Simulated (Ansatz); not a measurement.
## One elementary step

Start structure (Si4H13ClO, closed shell), relaxed at PBE0-D4/def2-TZVP:

```xyz
19
angstrom
Si -0.9103 -0.0463 -1.0195
Si 1.1886 0.8433 -1.5519
Si -1.6998 0.7244 1.0434
Si -0.9109 -2.3919 -1.1249
H -1.8551 0.4946 -2.0428
H 1.6541 -0.3501 1.7615
Cl 1.5494 -1.6422 1.5759
H 0.8898 1.7934 2.3051
O 1.6905 1.4183 1.9261
H 1.3321 0.9956 -3.0243
H 1.3394 2.2067 -0.9513
H 2.3008 0.0052 -1.0381
H -3.1847 0.6487 1.0870
H -1.1466 -0.0545 2.1808
H -1.3129 2.1543 1.2433
H -1.8766 -2.8305 -2.1694
H -1.3257 -2.9708 0.1784
H 0.4391 -2.8967 -1.4836
H 1.8387 1.8986 1.1042
```

The step: Si₄H₁₀ ([SiH3][SiH]([SiH3])[SiH3]) + HCl + H₂O → Si₃H₇Cl ([SiH3][SiH]([SiH3])[Cl]) + SiH₄ + H₂O; bonds formed: Si1–Cl7, Si2–H8, H6–O9; bonds broken: Si1–Si2, H6–Cl7, H8–O9. Computed with Ansatz 0.2.0 (basis: def2-TZVPP and def2-QZVPP); correlated methods freeze the cores. Extrapolation: Hartree–Fock as exp(−7.88 √X), correlation as X^−2.97. Energies below are by CCSD(T) at an estimated basis limit (MP2 extrapolated from triple and quadruple zeta, plus CCSD(T) − MP2 in triple zeta).

Task: What are the electronic barrier and the energy of the step, from the start structure to the end structure? (To be estimated.)

Result: The calculation gives: Barrier 1.928 eV; step energy -0.658 eV (downhill); reverse barrier, their difference, 2.586 eV. Barrier and step energy count from the start structure, the reverse barrier from the end structure.

The saddle point: One imaginary mode of 1098i cm⁻¹.
```tsv
pair	start (Å)	saddle (Å)	end (Å)
Si1–Cl7	3.92	2.84	2.09
Si2–H8	3.98	1.81	1.49
H6–O9	1.78	1.03	0.96
Si1–Si2	2.34	2.47	4.33
H6–Cl7	1.31	1.86	2.65
H8–O9	0.96	1.41	3.07
```

Zero-point energy (harmonic, PBE0-D4): ZPE is 3.175 eV at the start and 3.137 eV at the saddle, so the barrier goes from 1.928 to 1.890 eV.

T1 diagnostic: at most 0.014.

Labels in which every atom is bracketed show which atoms are joined, not bond orders.

For scale, one of the runs: CCSD(T)/def2-TZVPP, 423 basis functions, launched by `ansatz run in.yaml --threads 4 --pin off --events-out ev --progress --plain --max-ram 46080MiB --backend cuda --devices 0, --max-vram 37GiB`. Hardware: 4 CPU threads of an AMD EPYC 7R13 and a share of one NVIDIA H100, shared host. Wall time 33 s; peak host memory 1.1 GiB.
